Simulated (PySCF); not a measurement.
# C₇H₁₅OP: full NMR table

| Item | Value |
| --- | --- |
| Formula | C7H15OP |
| SMILES | CC(C)(C)[P@H](=O)C1CC1 |
| Point group of the computed structure | C1 |
| Carbon signals | 5 |
| Proton signals | 7 |

Atom-mapped SMILES (the numbers label the heavy atoms): `[CH3:1][C:2]([CH3:3])([CH3:4])[P@H:5](=[O:6])[CH:7]1[CH2:8][CH2:9]1`. Hydrogens are named by the atom that carries them. Ha(C8), Ha(C9) are cis to P5 on the ring; Hb(C8), Hb(C9) are trans to P5 on the ring.

No relativistic terms, one averaged value for each set of equivalent atoms, one conformer, gas phase. GFN2-xTB geometry; GIAO PBE0/pcSseg-1 shieldings; PySCF.

References, each an isolated molecule treated in the same way: TMS for ¹H (31.72 ppm), ¹³C (186.93 ppm); H3PO4 for ³¹P (318.38 ppm); H2O for ¹⁷O (336.08 ppm).

| carbon | δC, type | δH (multiplicity) | HMBC from (2–3 bonds) | span of the C tensor (ppm) |
| --- | --- | --- | --- | --- |
| C1/C3/C4 | 24.6, CH3 | 1.17 (m) | H(P5), H(C1)/H(C3)/H(C4) | 41 |
| C2 | 36.5, C | – | H(P5), H(C1)/H(C3)/H(C4), H(C7) | 23 |
| C7 | 8.7, CH | 0.85 (m) | H(P5), Hb(C9), Hb(C8), Ha(C9), Ha(C8) | 79 |
| C8 | 3.3, CH2 | Ha(C8) 0.31 (m); Hb(C8) 0.71 (m) | H(P5), Hb(C9), H(C7), Ha(C9) | 53 |
| C9 | 4.2, CH2 | Hb(C9) 0.98 (m); Ha(C9) 0.62 (m) | H(P5), H(C7), Hb(C8), Ha(C8) | 65 |

Other nuclei:
```tsv
atoms	nucleus	environment	δ (ppm)	σ (ppm)
H(P5)	¹H	hydrogen on a phosphorus bonded to 2 C, O	5.73	25.98
P5	³¹P	phosphorus bonded to 2 C, O, H	39.9	278.5
O6	¹⁷O	P=O oxygen	92.8	243.3
```

δC 24.6: methyl carbon; aliphatic region, no heteroatom directly attached. δC 8.7, 4.2, 3.3: three-membered-ring carbon; carbons of three-membered rings are unusually shielded. δH 5.73: hydrogen on a phosphorus bonded to 2 C, O. δH 1.17: hydrogen on a methyl carbon. δH 0.98, 0.85, 0.71, 0.62, 0.31: hydrogen on a three-membered-ring carbon; cyclopropane-type protons are shielded by the ring.

Splittings by ³¹P in the carbon and heteronuclear signals aren't shown, as no couplings were computed. Shifts are as computed. Against solution values, carbons near 30 ppm lie about +3 ppm off and those near 130 ppm about +5 ppm. Of 1211 compounds with measured shifts, 218 miss one by over three times the rms of a fit or turn the order of signals round; such compounds aren't used in these exercises. Experimental scales use liquid or dissolved standards, which lie at an offset from isolated H2O (liquid H2O: subtract about 36 ppm) and H3PO4. Multiplicities follow the n + 1 count of equivalent neighbours, as no J values were calculated; m marks all less simple cases, F and P coupling included.
